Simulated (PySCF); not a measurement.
SMILES C[SiH](C)[NH][Al]([OH])[OH], singlet at its GFN2-xTB optimised geometry (Å):

```
17

Si    -0.3753     1.7294     0.0987
C     -1.9708     2.7352     0.3431
C      0.8112     1.9571     1.5666
N     -0.8239     0.0551     0.0000
Al     0.1538    -1.4620     0.0000
O     -0.7197    -2.8573    -0.0135
O      1.8042    -1.4620     0.0000
H      0.2971     2.1771    -1.1411
H     -2.5096     2.4293     1.2350
H     -1.7460     3.7918     0.4422
H     -2.6420     2.6233    -0.5026
H      0.2874     1.9012     2.5166
H      1.5600     1.1708     1.5622
H      1.3265     2.9119     1.5301
H     -1.8085    -0.1140    -0.1426
H     -0.8623    -3.7918    -0.0134
H      2.6420    -1.0260    -0.0269
```

Calculation: B3LYP/def2-SVP in PySCF. Cells within 0.4 Å of a nucleus heavier than hydrogen are left out (blank, or x).

Map of the electrostatic potential (hartree/e), clipped to [-0.08, 0.12] on the plane z = 1.5 Å:

```
|222222222222222222222222222|
|222222222222222222222222222|
|222222222222222222222222222|
|222222222332222222222222222|
|222222222332222333322222222|
|222222222333223575322222222|
|222222345433335999422222222|
|222223599744469999322222222|
|222223799745799x97322222222|
|22222349944789xx99322222222|
|222222333346899999633333222|
|222222222223457999733333322|
|222222222110123477433333332|
|222222222100023333333333332|
|222222222100245432233333333|
|222222222113588521223333332|
|222222222224799621123333332|
|222222221123799620012233222|
|222222211112466420012222222|
|222222221100133321112222222|
|222222221111122221112222222|
|222222222222222221122222222|
|222222222333322222222222222|
|222222223333332222222222222|
|222222233333333222222222222|
|222222233333333222222222222|
|222222233333333222222222222|
```
Scale: ten equal steps from -0.045 (start of '0') to 0.120 (end of '9'), in the order '0123456789'; x runs from -6.00 to 6.00, y from -6.00 (bottom) to 6.00 (top).
